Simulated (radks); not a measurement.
Question: The mean radii <r> (bohr) of the occupied orbitals of an atom or ion are listed with their occupations. Calculated with a radial shooting solver on a logarithmic mesh with Libxc functionals: non-relativistic Kohn-Sham, TPSS, spin-unpolarised, spherical densities, point nucleus; meta-GGA in the generalised Kohn-Sham scheme.

orbital  occ.      <r>
1s          2  0.06414
2s          2   0.2956
2p          6   0.2609
3s          2   0.9053
3p          6   0.9603
3d          4    1.270
4s          1    2.983
5s          1    8.756

Name the element and its charge.

Answer: Z = 24, chromium, charge 0: Cr in [Ar] 3d4 4s1 5s1. The 1s radius gives Z: for a bare nucleus <r> = 1.5/Z, 0.0625 bohr for Z = 24, and screening makes it slightly larger (0.06414 here). The occupations add up to 24, and the charge is Z minus that.
